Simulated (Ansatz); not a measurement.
Geometry optimisation, RHF/def2-SVP (Ansatz 0.2.0).

The input (input.yaml):

```yaml
crystal:
  periodic: [false, false, false]
  atoms:
    - { symbol: Ge, position_ang: [-0.130289, 0.10869, -0.158819] }
    - { symbol: F, position_ang: [-0.244132, 0.048651, 1.551937] }
    - { symbol: H, position_ang: [1.362397, 0.137364, -0.487685] }
    - { symbol: H, position_ang: [-0.76207, 1.462253, -0.517603] }
    - { symbol: Ge, position_ang: [-1.369683, -1.787043, -1.110126] }
    - { symbol: H, position_ang: [-2.032088, -2.578056, 0.022707] }
    - { symbol: H, position_ang: [-2.464502, -1.257723, -2.049777] }
    - { symbol: H, position_ang: [-0.434964, -2.698371, -1.910048] }
    - { symbol: S, position_ang: [1.480886, -2.574383, 1.319628] }
    - { symbol: H, position_ang: [0.708411, -3.609531, 1.677613] }
    - { symbol: H, position_ang: [0.851634, -1.67555, 2.138073] }
basis:
  gaussian: { orbitals: def2-SVP }
hamiltonian:
  xc: hf
relax:
  f_tol: 0.03
  max_steps: 50
output:
  orbitals: {}
```

Run as:

```bash
$ ansatz run input.yaml --threads 4 --pin off --max-ram 5120MiB --backend cpu --events-out ev --progress --plain --runs-dir out
```

Task: Where does it end, and by what steps?

Result: The run converged. The force dipped under the threshold on the way, but the program's further checks kept it going. After 32 steps the energy has fallen by 0.134 eV; H3 moved furthest, 1.33 Å.

```json
{"step": "0", "energy less start (eV)": "0.0000", "largest force component (eV/Å)": "1.169", "accepted": "yes"}
{"step": "2", "energy less start (eV)": "-0.1094", "largest force component (eV/Å)": "0.329", "accepted": "yes"}
{"step": "4", "energy less start (eV)": "-0.1150", "largest force component (eV/Å)": "0.123", "accepted": "yes"}
{"step": "6", "energy less start (eV)": "-0.1180", "largest force component (eV/Å)": "0.058", "accepted": "yes"}
{"step": "8", "energy less start (eV)": "-0.1192", "largest force component (eV/Å)": "0.122", "accepted": "yes"}
{"step": "10", "energy less start (eV)": "-0.1202", "largest force component (eV/Å)": "0.012", "accepted": "yes"}
{"step": "12", "energy less start (eV)": "-0.1209", "largest force component (eV/Å)": "0.065", "accepted": "yes"}
{"step": "14", "energy less start (eV)": "-0.1220", "largest force component (eV/Å)": "0.023", "accepted": "yes"}
{"step": "16", "energy less start (eV)": "-0.1227", "largest force component (eV/Å)": "0.119", "accepted": "yes"}
{"step": "18", "energy less start (eV)": "-0.1242", "largest force component (eV/Å)": "0.119", "accepted": "yes"}
{"step": "20", "energy less start (eV)": "-0.1252", "largest force component (eV/Å)": "0.100", "accepted": "yes"}
{"step": "22", "energy less start (eV)": "-0.1271", "largest force component (eV/Å)": "0.135", "accepted": "yes"}
{"step": "24", "energy less start (eV)": "-0.1289", "largest force component (eV/Å)": "0.065", "accepted": "yes"}
{"step": "26", "energy less start (eV)": "-0.1302", "largest force component (eV/Å)": "0.151", "accepted": "yes"}
{"step": "28", "energy less start (eV)": "-0.1319", "largest force component (eV/Å)": "0.035", "accepted": "yes"}
{"step": "30", "energy less start (eV)": "-0.1319", "largest force component (eV/Å)": "0.101", "accepted": "no"}
{"step": "32", "energy less start (eV)": "-0.1342", "largest force component (eV/Å)": "0.022", "accepted": "yes"}
```

```xyz
11
Properties=species:S:1:pos:R:3
Ge -0.285 0.378 -0.320
F 0.598 -0.025 1.135
H 0.744 1.041 -1.240
H -1.340 1.395 0.125
Ge -1.236 -1.701 -1.216
H -2.054 -2.405 -0.132
H -2.166 -1.309 -2.375
H -0.130 -2.615 -1.743
S 1.261 -3.451 1.742
H 0.303 -3.615 2.657
H 1.271 -2.119 1.844
```

Whether the end is a true minimum wasn't checked by a vibrational analysis.

Time of the run: 33 s on 4 threads of Intel(R) Xeon(R) 6975P-C (Granite Rapids) (shared host), peak memory 0.39 GiB.
